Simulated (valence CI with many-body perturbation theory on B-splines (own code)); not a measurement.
# Sensitivity of CI+MBPT for Hf⁵⁷⁺

Calculated by relativistic CI+MBPT: five valence electrons over a frozen Dirac-Fock core [Ne], radial functions for each j: 6 s, 6 p, 5 d, 3 f, 1 g, with the one-electron correlation potential Σ1 (screened to all orders), the two-electron term Σ2, the three-electron term Σ3, Breit, model QED; selected single and double excitations, second order for the rest, scaled by the run's own slope (own B-spline code, finite nucleus).

The last digits are not significant, and no measured levels were compared; by estimate large intervals hold to a few tenths of a per cent, small ones and those within an open d or f shell to about a per cent. Among the levels kept, up to 680 cm⁻¹ of a level comes from second order outside the variational space, and about a tenth of that is noise between levels of different J, which matters for small intervals.

The reference run has the lowest level (3s^2 3p1/2^2 3p3/2) J=3/2 and an ionisation energy of 5716.35 eV. Its largest variational space holds 10000 state functions.

Levels are named by their leading jj configuration (3d3/2^4 stands for four electrons in 3d with j = 3/2), which in mixed levels can hold well under half, so a name can repeat and another be missing. Letters in brackets count levels of one name in rising energy.

Changed runs:
A. Davidson tolerance 2e-05 → 0.0003
B. factor on the speed of light 1 → 10; QED terms on → off
C. scale of Σ1 1 → 1.1
D. correlating orbitals by l 3 3 3 2 1 → 0 0 0 0 0 (bad on purpose)

Excitation energies of the reference run in cm⁻¹, and shifts in cm⁻¹:

```csv
Level,Reference,A,C,D
(3s^2 3p1/2^2 3d3/2) J=3/2,1788040,0,-199,+1256
(3s^2 3p1/2 3p3/2^2) J=3/2,2404520,0,+138,-1119
(3s^2 3p1/2^2 3d5/2) J=5/2,2464930,0,-79,+1526
(3s^2 3p1/2 3p3/2^2) J=5/2,2497140,0,+138,-117
(3s^2 3p1/2 3p3/2^2) J=1/2,2616600,0,+139,+378
(3s 3p1/2^2 3p3/2^2) J=5/2,3751210,0,-73,-1165
(3s 3p1/2^2 3p3/2^2) J=3/2,3985100,0,-70,-23
(3s 3p1/2^2 3p3/2^2) J=1/2,3997620,0,-71,+160
(3s^2 3p1/2 3p3/2 3d3/2) J=5/2 [a],4173520,0,-61,+123
(3s^2 3p1/2 3p3/2 3d3/2) J=1/2 [a],4198480,0,-60,-372
(3s^2 3p1/2 3p3/2 3d3/2) J=3/2 [a],4199630,0,-62,-88
(3s^2 3p1/2 3p3/2 3d3/2) J=7/2,4269740,0,-59,+1260
Ionisation energy (eV),5716.35,0,+0.10,-0.57
```

No effect on these energies: A.

Run B ends with another lowest level, (3s^2 3p1/2 3p3/2^2) J=3/2, and an ionisation energy of 5647.40 eV.
